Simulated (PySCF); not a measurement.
## How methods differ on the ionisation energy of Eu⁺

Eu⁺ [Xe] 4f7 6s1 (9S) → Eu²⁺ [Xe] 4f7 (8S), as a difference of total energies. All numbers are calculated (PySCF 2.14, scalar relativity by spin-free X2C-1e, in ANO-RCC-VTZP (8s7p5d3f2g1h, 104 functions)). The calculations carry no spin-orbit coupling.

```json
{"method": "UHF", "ionisation energy (eV)": "10.448", "difference from reference (eV)": "-0.792"}
{"method": "r2SCAN0", "ionisation energy (eV)": "11.182", "difference from reference (eV)": "-0.058"}
{"method": "PBEsol", "ionisation energy (eV)": "11.476", "difference from reference (eV)": "+0.236"}
```

Reference: 11.24 ± 0.006 eV (semi-empirical (NIST evaluation); NIST Atomic Spectra Database, ionization energies).
